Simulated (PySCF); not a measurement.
These 2 structures share the formula C3H3F3Ge. Computed with PySCF 2.14.0, PBE0-D3(BJ)/def2-SVP geometry optimisation, gas phase. Energies are electronic, without zero-point or thermal terms, for one conformer each. No frequencies were run at this level. Point groups hold within 0.08 Å.

Question: Order them by energy at this level, lowest first, and give relative energies in kJ/mol.
A. `C#[C][GeH2][C](F)(F)F`
B. `FC1=[C](F)[Ge@H]([F])[CH2]1`

Answer: B (0.0), A (142.2).

As drawn, the lower has a four-membered ring and a C=C bond outside aromatic rings, which the higher lacks; the higher has a C≡C bond and two fluorines on one carbon, which the lower lacks.

```tsv
SMILES	E (Eh)	E rel (kJ/mol)	dipole (D)	point group	A, B, C (MHz)
FC1=[C](F)[Ge@H]([F])[CH2]1	-2491.38047	0.0	2.37	C1	3137, 1322, 1054
C#[C][GeH2][C](F)(F)F	-2491.32629	142.2	1.97	Cs	2950, 1262, 1060
```
